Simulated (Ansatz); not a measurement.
One change: `C#CCCCCCC` becomes `C#CCCCCCCC`.

Ansatz, PBE0-D4/def2-TZVP geometries, multiplicity 1. Each molecule was computed in one conformer, which needn't be the lowest.

| property | `C#CCCCCCC` |
| --- | --- |
| LUMO energy (B3LYP/def2-TZVPP) / eV | 0.65 |
| LUMO energy (PBE/def2-TZVPP) / eV | 0.03 |
| size of the dipole moment (B3LYP/def2-TZVPP) / D | 0.83 |
| HOMO–LUMO gap (PBE0/def2-TZVPP) / eV | 8.56 |
| HOMO energy (PBE/def2-TZVPP) / eV | -6.40 |
| HOMO–LUMO gap (PBE/def2-TZVPP) / eV | 6.42 |

Q: What does the change do to each property? (Estimate.)

A: Ansatz gave: 
```tsv
property	`C#CCCCCCCC`	shift
LUMO energy (B3LYP/def2-TZVPP) / eV	0.63	-0.02
LUMO energy (PBE/def2-TZVPP) / eV	0.08	0.05
size of the dipole moment (B3LYP/def2-TZVPP) / D	1.05	0.22
HOMO–LUMO gap (PBE0/def2-TZVPP) / eV	8.52	-0.04
HOMO energy (PBE/def2-TZVPP) / eV	-6.37	0.03
HOMO–LUMO gap (PBE/def2-TZVPP) / eV	6.45	0.03
```

Dipoles are sizes alone; their direction can turn.

Positive LUMOs are unbound, so they and the gaps depend on the basis.

B3LYP here is the variant with VWN-RPA as its local correlation; programs differ in this.
